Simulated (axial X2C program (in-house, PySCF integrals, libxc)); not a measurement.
# Nuclear properties of GeF⁺

Calculated with an axial X2C code built on PySCF integrals: two-component X2C with atomic mean-field Coulomb and Gaunt terms, Gaussian nuclei, basis Ge dyall-cv3z, F dyall-av3z with contracted cores.

R = 1.674 Å (near the PBE0 minimum at charge 1 of the determinant lowest at the starting distance; the state shown can have its own minimum elsewhere).

Input and command:
```json
{"zs": [32, 9], "q": 1, "bas": ["dyall-cv3z", "dyall-av3z"], "r0": 1.85, "levels": ["PBE0", "HF", "TPSSh", "PBE", "r2SCAN"], "nst": 3}
```
```bash
python soeom.py task.json out
```

Keys: zs atomic numbers; q charge; bas basis sets; r0 starting distance in Å; levels methods; nst determinants followed.

Determinant lowest in the PBE0 search, Ω = 0 (closed shell), highest spinor 37% Ge s, 36% F p, 21% Ge p:

```tsv
level	qzz Ge (a.u.)	qzz F (a.u.)
PBE0	-4.24	0.72
HF	-4.54	0.86
TPSSh	-4.17	0.69
PBE	-4.04	0.62
r2SCAN	-4.17	0.66
```

qzz is the electric field gradient, eQq0 = 234.96 MHz × Q/barn × qzz. The operators were transformed with the bare-nucleus X2C matrices; with these basis sets, hyperfine constants and field gradients can be off by tens of per cent, and where levels differ in sign neither size nor sign is settled.

Problem. With Q(73Ge) = -0.196 barn (Q from Pyykkö, Mol. Phys. 2018), turn the PBE0 values of the first state into constants in MHz.

Solution. eQq0(73Ge) = 234.96 × (-0.196) × (-4.24) = 195 MHz.

Each state is one determinant with collinear spin. The search compared states at one distance, so a state with another bond length can lie lower.
